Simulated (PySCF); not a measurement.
# Computed records: C2H4BO, AlB2H2O

Calculation on a computer-drawn molecule: optimised geometry and harmonic frequencies of an isolated molecule of the commonest isotopes, restricted reference for singlets and unrestricted otherwise, frozen core in MP2. Program: PySCF 2.14.0.

Common to all runs: method HF.

(1) C2H4BO

Start structure:
```xyz
8
C2H4BO
C     -0.6540    -1.5074    -1.2030
C      0.4743    -2.3362    -0.8863
B      1.5484    -2.1724    -2.1229
O      2.1398    -2.0284    -3.0180
H     -0.6471    -0.4359    -1.0102
H     -1.4918    -1.8797    -1.7481
H      1.0409    -1.9790     0.0844
H      0.2325    -3.4047    -0.7888
```

Here we set charge 0, multiplicity 2 and basis cc-pVDZ.

Results for C2H4BO: rotational constants 28.98, 4.331, 3.963 GHz; total energy -177.6401 hartree; spin squared 0.7624; convergence status largest gradient component 3.428e-05 hartree/bohr.

Drawn bonds:
```tsv
atom	other atom	order
1	2	1
2	3	1
3	4	2
1	5	1
1	6	1
2	7	1
2	8	1
```

Optimised structure:
```xyz
8
C2H4BO
C     -0.7309    -1.4868    -1.1381
C      0.5152    -2.3038    -0.9262
B      1.5171    -2.1939    -2.1099
O      2.2832    -2.1095    -3.0157
H     -0.7206    -0.4246    -0.9298
H     -1.5324    -1.8763    -1.7525
H      1.0404    -1.9867    -0.0210
H      0.2711    -3.3621    -0.7997
```

Modes:
```tsv
frequency (cm⁻¹)	reduced mass (dalton)
160.7	1.072
195.7	3.622
389.5	2.744
486.5	1.434
590.7	5.973
799.6	1.289
838.3	5.032
1068	1.43
1108	2.744
1339	1.513
1347	1.175
1538	1.091
1561	1.162
2156	12.24
3189	1.06
3238	1.102
3290	1.051
3405	1.12
```

(2) AlB2H2O

Start structure:
```xyz
6
AlB2H2O
B     -2.6947     2.0407    -1.5790
Al    -1.8857     0.3212    -0.7232
B     -1.0331    -1.3380     0.0753
O     -0.5912    -2.3503     0.6167
H     -3.7305     2.0682    -2.0916
H     -2.0724     3.0774    -1.5975
```

It was run with charge 1, multiplicity 1 and basis cc-pV(D+d)Z.

It finds rotational constants 225.2, 1.975, 1.957 GHz; total energy -367.0518 hartree; convergence status largest gradient component 3.006e-05 hartree/bohr.

Drawn bonds:
```tsv
atom	other atom	order
1	2	1
2	3	1
3	4	2
1	5	1
1	6	1
```

Optimised structure:
```xyz
6
AlB2H2O
B     -2.7055     2.1235    -1.6213
Al    -1.8532     0.3280    -0.7317
B     -1.0337    -1.4052     0.1300
O     -0.5758    -2.3750     0.6126
H     -3.7891     2.0339    -2.1005
H     -2.0502     3.1140    -1.5883
```

Modes:
```tsv
frequency (cm⁻¹)	reduced mass (dalton)
96.96	4.845
102.5	6.231
287.1	8.626
293.2	10.81
392.5	7.19
617.9	11.91
640.4	1.239
899.6	1.295
1185	1.096
2195	12.46
2748	1.041
2886	1.135
```
